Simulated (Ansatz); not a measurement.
Ansatz results at the PBE0-D4/def2-TZVP geometry: HOMO–LUMO gap (PBE0/def2-TZVPP) 6.28 eV; LUMO energy (B3LYP/def2-TZVPP) -1.06 eV; HOMO energy (PBE/def2-TZVPP) -5.91 eV.

Each molecule was computed in one conformer, which needn't be the lowest.

Problem. Which molecule gave them?
A. `[BH3-][O+]=C(C)C`
B. `[CH3][Al-]([CH3])([NH3+])[Cl]`
C. `[CH3][Al-]([OH2+])([Cl])[Cl]`
D. `[CH3][AlH-]([CH3])[O+]([SiH3])[SiH3]`

Solution. D. The others give `[BH3-][O+]=C(C)C`: 5.82, -2.05, -6.27; `[CH3][Al-]([OH2+])([Cl])[Cl]`: 7.71, -0.86, -6.87; `[CH3][Al-]([CH3])([NH3+])[Cl]`: 6.89, -0.59, -5.83.

B3LYP here is the variant with VWN-RPA as its local correlation; programs differ in this.
